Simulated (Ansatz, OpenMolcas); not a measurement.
# How basis sets differ on CH4AlNO (SMILES C1[NH][AlH][O]1)

CH4AlNO: 8 atoms, total charge 0, spin state singlet. SMILES: `C1[NH][AlH][O]1`. The coordinates come from a PBE0-D4/def2-TZVP relaxation.

Quantity: the HOMO–LUMO gap, in eV. The values are calculated.

| level | kind | program | value (eV) |
| --- | --- | --- | --- |
| HF/ANO-RCC-MB (DKH2) | Hartree–Fock | OpenMolcas | 13.25 |
| HF/STO-3G | Hartree–Fock | Ansatz | 16.85 |
| HF/3-21G | Hartree–Fock | Ansatz | 12.38 |
| HF/ANO-XS-VDZP (DKH2, RICD fitting) | Hartree–Fock | OpenMolcas | 12.52 |
| HF/def2-SVP | Hartree–Fock | Ansatz | 12.64 |
| HF/6-31+G* (spherical functions) | Hartree–Fock | Ansatz | 11.45 |
| HF/def2-SVPD | Hartree–Fock | OpenMolcas | 11.71 |
| HF/aug-cc-pVDZ | Hartree–Fock | Ansatz | 10.77 |

The values span 10.77 to 16.85 eV. A Hartree–Fock LUMO above zero doesn't converge with the basis: it sinks as sets grow more diffuse. Orbital gaps aren't excitation energies.
